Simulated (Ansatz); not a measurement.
`[SiH3]O[SiH2][GaH2]` + `N[SiH3]` → `[SiH3]N[SiH2][GaH2]` + `O[SiH3]` at 298.15 K and 1 bar (ligand exchange at the Si–O bond).

Program: Ansatz. Geometries: PBE0-D4/def2-TZVP. ΔE: electronic, gas phase. CCSD(T)/CBS is the MP2 limit (def2-TZVPP, def2-QZVPP) plus CCSD(T) − MP2 in def2-TZVPP, frozen cores. This one scheme is used for every species. For Ga outer-core shells are correlated without core-valence functions, which leaves a few kJ/mol of doubt a bond. Scalar relativity is left out up to krypton. Each species was taken in one conformer, which may not be the lowest.

```csv
species,CCSD(T)/CBS energy (Eh),H − E (kJ/mol),S (J/(mol·K))
`[SiH3]O[SiH2][GaH2]`,-2581.53792,183.2,371.0
`N[SiH3]`,-346.80422,145.7,264.3
`[SiH3]N[SiH2][GaH2]`,-2561.63827,214.1,385.9
`O[SiH3]`,-366.69042,113.6,257.8
```

H − E and S are ideal-gas, rigid-rotor, harmonic terms from PBE0-D4/def2-TZVP, for one conformer and one mirror image of each species. 1 Eh = 2625.50 kJ/mol, R = 8.31446 J/(mol·K).

**Question.** By hand: ΔE, ΔH, ΔS and ΔG.

**Answer.** ΔE = (-2561.63827) + (-366.69042) − (-2581.53792) − (-346.80422) = 0.01345 Eh = 35.3 kJ/mol. Δ(H − E) = 214.1 + 113.6 − 183.2 − 145.7 = -1.2, so ΔH = 34.1 kJ/mol. ΔS = 385.9 + 257.8 − 371.0 − 264.3 = 8.4 J/(mol·K). ΔG = 34.1 − 298.15 × (8.4)/1000 = 31.6 kJ/mol.

**Question.** By hand: the equilibrium constant, and the temperature at which ΔG would vanish if ΔH and ΔS stayed fixed.

**Answer.** log₁₀ K = −ΔG/(RT ln 10) = -5.5. ΔG = 0 at ΔH/ΔS = 4060 K, far beyond where these terms or the molecules hold.

The number of gas molecules stays the same, so ΔS is small and ΔH decides. A doubt of 5 kJ/mol in ΔE shifts log₁₀ K by 0.9 here. Other conformers and mirror images would add mixing entropy, several J/(mol·K) or more a flexible species. Modes under 60 cm⁻¹, often nearly free rotors, make the harmonic entropy too high. These are equilibria of isolated gas molecules and say nothing of rates. Largest T1 diagnostic: 0.013 (customary marks: 0.02 for closed shells, 0.045 for open ones).
